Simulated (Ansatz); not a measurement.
## Worked example: C2H5Cl + GeH2(CH3)I → CH2ClI + GeH2(CH3)2

Species: C2H5Cl (chloroethane) `CCCl`, singlet; GeH2(CH3)I, singlet; CH2ClI (chloroiodomethane) `ClCI`, singlet; GeH2(CH3)2, singlet. The partners trade CH3 for I: C–CH3 and Ge–I bonds give way to C–I and Ge–CH3.

Shapes, held fixed at every level: PBE0-D4/def2-TZVP. Programs: Ansatz 0.2.0. The zero-point and thermal change to 298 K, harmonic and unscaled (PBE0-D4/def2-TZVP), is -6.5 kJ/mol.

At CCSD(T)/def2-TZVPP; 1 Eh = 2625.50 kJ/mol:

```
   species   energy (Eh)
    C2H5Cl   -538.804039
GeH2(CH3)I  -2413.827914
    CH2ClI   -796.094860
GeH2(CH3)2  -2156.490113
```

Q: Work out ΔH(298 K) of the reaction at this level.

A: 
1. Products less reactants: (-796.094860) + (-2156.490113) − [(-538.804039) + (-2413.827914)] = 0.046980 Eh = +123.3 kJ/mol.
2. With the thermal change: +123.3 + (-6.5) = +116.8 kJ/mol.

Other levels give +120.2 (SPW92/def2-TZVPP) to +147.0 kJ/mol (HF/def2-TZVPP). No measured value is set beside it here. For atoms past krypton def2 sets carry core potentials with scalar relativity. Relativity is left out for Ge unless named. Correlated rows may include outer-core shells of Ge, I, which these sets cover unevenly.
